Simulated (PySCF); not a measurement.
PySCF job for Sb(TeH)3 (H3SbTe3), SMILES [TeH][Sb]([TeH])[TeH], PBE0-D3(BJ)/def2-SVP. Geometry optimised at PBE0-D3(BJ)/def2-SVP. The structure was generated by enumeration; whether it is a known compound was not checked. The def2 effective core potentials stand for the cores of Sb, Te; spin–orbit coupling is left out.

```python
import numpy as np
from pyscf import gto, scf, dft, df
from pyscf.hessian import thermo

mol = gto.M(
    atom='''
    Sb    0.23737577   -0.01330427    1.05611383
    Te   -2.17979109   -0.76085098   -0.08741817
    H    -2.56873280   -1.66839252    1.25628960
    Te    0.10448460    2.39123303   -0.36189027
    H     1.76005536    2.56377161   -0.26507225
    Te    1.79737536   -1.60962830   -0.61150770
    H     3.15493159   -1.29605610    0.30941660
    ''',
    basis='def2-SVP',
    ecp={'Sb': 'def2-svp', 'Te': 'def2-svp'},
    charge=0,
    spin=0,
    max_memory=1600,
    verbose=3,
)
mf = dft.RKS(mol, xc='pbe0').density_fit(auxbasis='def2-universal-jkfit')
mf.disp = 'd3bj'
mf.grids.level = 3
mf.conv_tol = 1e-11
mf.max_cycle = 100
mf.kernel()

# [left out here: the lines that compute and print the analytic Hessian (its translational invariance restored by hand, since the grid's response is missing), thermochemistry and intensities]
```

Program output:

```
converged SCF energy = -1046.22225254378

WARN: DFTD3 does not support analytical Hessian, using finite difference


WARN: Mole.unit (angstrom) is changed to Bohr

Mode                                 0                   1                   2
Irrep
Freq [cm^-1]                       29.5674             45.7566             60.5415
Reduced mass [au]                   8.7177             39.1583             18.2192
Force const [Dyne/A]                0.0045              0.0483              0.0393
Char temp [K]                      42.5409             65.8335             87.1057
Normal mode                   x     y     z       x     y     z       x     y     z
       0  Sb                 0.01  0.03  0.00   -0.03  0.00  0.00    0.00 -0.00  0.05
       1  Te                 0.04 -0.03 -0.01   -0.02 -0.04  0.01    0.03  0.01 -0.02
       2   H                -0.01  0.08  0.05   -0.00 -0.00  0.05    0.01 -0.07 -0.07
       3  Te                -0.00  0.03  0.01    0.05  0.01 -0.01    0.00 -0.04 -0.02
       4   H                -0.02  0.13  0.16    0.06 -0.07  0.00    0.01 -0.11 -0.15
       5  Te                -0.04 -0.02  0.00   -0.01  0.03 -0.01   -0.03  0.03 -0.01
       6   H                 0.04  0.15 -0.18   -0.00  0.07 -0.03    0.00  0.01 -0.05
Mode                                 3                   4                   5
Irrep
Freq [cm^-1]                       99.0787            145.6919            181.0705
Reduced mass [au]                   1.1744              1.1089              1.1980
Force const [Dyne/A]                0.0068              0.0139              0.0231
Char temp [K]                     142.5522            209.6183            260.5201
Normal mode                   x     y     z       x     y     z       x     y     z
       0  Sb                -0.00  0.00  0.00   -0.01 -0.01  0.01    0.02 -0.00 -0.02
       1  Te                -0.01  0.01 -0.00   -0.00  0.01  0.00   -0.00 -0.01 -0.01
       2   H                -0.25  0.49  0.25   -0.05  0.01 -0.01   -0.32  0.56  0.28
       3  Te                 0.00 -0.03 -0.00   -0.00  0.01 -0.00   -0.00 -0.00  0.01
       4   H                -0.06  0.28  0.47    0.05 -0.26 -0.48    0.05 -0.19 -0.47
       5  Te                 0.01  0.01 -0.00    0.01 -0.01  0.00   -0.01  0.01  0.01
       6   H                 0.08  0.35 -0.22    0.17  0.61 -0.44   -0.08 -0.21  0.19
Mode                                 6                   7                   8
Irrep
Freq [cm^-1]                      184.7030            187.9431            192.8421
Reduced mass [au]                   5.7641             25.3883             23.1351
Force const [Dyne/A]                0.1159              0.5284              0.5069
Char temp [K]                     265.7464            270.4082            277.4569
Normal mode                   x     y     z       x     y     z       x     y     z
       0  Sb                 0.03  0.01 -0.05    0.02  0.06  0.02   -0.05  0.03 -0.03
       1  Te                -0.01  0.00 -0.00   -0.04 -0.01 -0.02    0.04  0.01  0.02
       2   H                 0.16 -0.23 -0.11   -0.00 -0.06 -0.04    0.03  0.04  0.04
       3  Te                 0.00 -0.03  0.02    0.00 -0.03  0.02    0.00 -0.03  0.02
       4   H                -0.00 -0.02  0.05    0.01 -0.08 -0.12    0.02 -0.13 -0.11
       5  Te                -0.02  0.02  0.03    0.02 -0.02 -0.02    0.01 -0.01 -0.01
       6   H                 0.03  0.24 -0.11    0.04 -0.03 -0.05   -0.02 -0.03  0.03
Mode                                 9                  10                  11
Irrep
Freq [cm^-1]                      519.6589            537.1578            586.6686
Reduced mass [au]                   1.0241              1.0254              1.0274
Force const [Dyne/A]                0.1629              0.1743              0.2083
Char temp [K]                     747.6735            772.8505            844.0854
Normal mode                   x     y     z       x     y     z       x     y     z
       0  Sb                 0.01  0.00 -0.00    0.00  0.00  0.00   -0.00  0.00 -0.01
       1  Te                 0.00 -0.00  0.00    0.00 -0.00 -0.00    0.00 -0.00  0.01
       2   H                -0.53 -0.11 -0.22    0.02 -0.04 -0.02   -0.68 -0.24 -0.35
       3  Te                -0.00  0.00 -0.00    0.00 -0.00  0.00    0.00 -0.00  0.00
       4   H                 0.04 -0.66  0.40   -0.01  0.22 -0.13   -0.04  0.50 -0.24
       5  Te                -0.00 -0.00 -0.00   -0.00 -0.01 -0.01    0.00  0.00  0.00
       6   H                -0.11  0.11  0.13   -0.52  0.55  0.57    0.08 -0.09 -0.09
Mode                                12                  13                  14
Irrep
Freq [cm^-1]                     2121.9341           2135.2951           2135.7798
Reduced mass [au]                   1.0158              1.0158              1.0158
Force const [Dyne/A]                2.6948              2.7288              2.7301
Char temp [K]                    3052.9907           3072.2142           3072.9116
Normal mode                   x     y     z       x     y     z       x     y     z
       0  Sb                -0.00 -0.00 -0.00   -0.00 -0.00 -0.00   -0.00 -0.00  0.00
       1  Te                -0.00  0.00  0.00   -0.00 -0.00  0.00   -0.00 -0.00  0.01
       2   H                -0.00  0.00 -0.00    0.01  0.01 -0.03    0.23  0.54 -0.80
       3  Te                 0.00  0.00  0.00   -0.01 -0.00 -0.00    0.00  0.00  0.00
       4   H                -0.03 -0.00 -0.00    0.98  0.10  0.06   -0.03 -0.01 -0.00
       5  Te                -0.01 -0.00 -0.00   -0.00 -0.00 -0.00    0.00  0.00  0.00
       6   H                 0.81  0.18  0.55    0.03  0.01  0.02   -0.00 -0.00 -0.00
temperature 298.1500 [K]
pressure 101325.00 [Pa]
Rotational constants [GHz] 0.43442 0.35488 0.22952
Symmetry number 1
Zero-point energy (ZPE) 0.02088 [Eh]   54811.032 [J/mol]
                           tot       elec      trans        rot        vib
Entropy [J/mol/K]       461.195      0.000    186.440    140.054    134.701
Cv [J/mol/K]            111.476      0.000     12.472     12.472     86.532
Cp [J/mol/K]            119.790      0.000     20.786     12.472     86.532
Internal energy [J/mol]                      3718.434   3718.434  72734.928
Internal energy [Eh]   -1046.19172  -1046.22225
Enthalpy [J/mol]                             6197.391   3718.434  72734.928
Enthalpy [Eh]          -1046.19077
Gibbs free energy [J/mol]                  -49389.766 -38038.526  32573.822
Gibbs free energy [Eh] -1046.24315
mode   freq/cm-1   IR/(km/mol)
   1       29.57         0.327
   2       45.76         0.117
   3       60.54         0.207
   4       99.08         3.476
   5      145.69         0.867
   6      181.07         2.477
   7      184.70         3.003
   8      187.94         8.160
   9      192.84         8.795
  10      519.66         4.447
  11      537.16         7.780
  12      586.67         2.382
  13     2121.93        43.665
  14     2135.30        39.938
  15     2135.78        33.197
max |gradient| / (hartree/bohr): 0.00011690948078773118
APT charges: [ 0.7031 -0.0916 -0.0777 -0.1832 -0.0675 -0.1886 -0.0946]
```

The run converged.
